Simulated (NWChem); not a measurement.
Molecule: BBr₂F; SMILES FB(Br)Br

Computed with NWChem. The geometry was optimised at PBE0/def2-SVP. Ions are spin-unrestricted doublets at the neutral geometry; other ion states weren't tried.

### Question
Predict the results for PBE/def2-SVP. Quantities: vertical ionisation energy, ΔSCF (eV); −ε(HOMO) (eV).

### Answer
```
Item                                   Result
-------------------------------------  ------
vertical ionisation energy, ΔSCF (eV)   10.42
−ε(HOMO) (eV)                            7.13
```
